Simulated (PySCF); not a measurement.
C2H5ClOSi, SMILES C(O[SiH2]Cl)=C.

The structure is a stationary point at B3LYP-D3(BJ)/def2-SVP. The structure was generated by enumeration, and PubChem lists no compound with its InChIKey, so it may never have been made. Other conformers were not sampled.

Two levels are set side by side: TDDFT-PBE/def2-SVPD (PySCF) and TDDFT-LC-ωPBE/def2-SVPD (PySCF). Vertical, same geometry. The lowest singlet is HOMO→LUMO 55 %, HOMO→LUMO+1 35 %, HOMO→LUMO+2 9 % with PBE and HOMO→LUMO 62 %, HOMO→LUMO+3 20 % with the other functional; states are paired by order. Differences are taken from unrounded values.

```csv
quantity,TDDFT-PBE
lowest singlet excitation (eV),5.21
lowest triplet excitation (TDA) (eV),4.24
first bright state (f over 0.05) (eV),6.59
its oscillator strength,0.12
```

**Question.** These are the TDDFT-PBE values. What does TDDFT-LC-ωPBE give? (Estimate from the structure and the level; the computed values follow.)

**Answer.** 
| quantity | TDDFT-LC-ωPBE | TDDFT-PBE minus TDDFT-LC-ωPBE |
|---|---|---|
| lowest singlet excitation (eV) | 7.00 | -1.79 |
| lowest triplet excitation (TDA) (eV) | 4.07 | 0.18 |
| first bright state (f over 0.05) (eV) | 7.00 | -0.41 |
| its oscillator strength | 0.39 | -0.27 |

Functionals without exact exchange tend to place singlet excitations lower, as here. Differences between two approximate levels are no errors against the true value.

Rough cost on one machine, each run with all the roots and properties that it gave: TDDFT-LC-ωPBE against TDDFT-PBE about 6 times.
